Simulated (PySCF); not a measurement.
Species: C2BFO4.
InChI=1S/C2BFO4/c4-3-7-1(5)2(6)8-3

The closed-shell ground state was solved at several levels (PySCF, density fitting, gas phase, non-relativistic). Isolated species at its GFN2-xTB geometry, gas phase.

| level | basis functions | total energy (Eh) | HOMO (eV) | LUMO (eV) | gap (eV) | dipole (D) |
| --- | --- | --- | --- | --- | --- | --- |
| CAM-B3LYP/def2-SVPD | 175 | -501.4542 | -10.80 | -2.10 | 8.70 | 2.14 |
| PBE0/pcSseg-1 | 136 | -501.3939 | -9.23 | -3.15 | 6.08 | 1.94 |

Problem. Estimate the row for B3LYP/pcJ-1, a basis of 216 functions; the other rows only guide the guess.

Solution. Total energy -501.9666 Eh, HOMO -8.97 eV, LUMO -3.38 eV, gap 5.59 eV, dipole 1.94 D.

Problem. Over all these levels, which gives the widest orbital gap and which the narrowest?

Solution. CAM-B3LYP/def2-SVPD (range-separated hybrid) has the widest, 8.70 eV, and B3LYP/pcJ-1 (global hybrid, 20 % exact exchange) the narrowest, 5.59 eV. Functional and basis both differ between the two, so the spread mixes both effects.

Problem. How far do the dipole and the HOMO energy spread over the levels?

Solution. The dipole runs from 1.94 to 2.14 D (mean 2.01 D) and the HOMO from -10.80 to -8.97 eV.
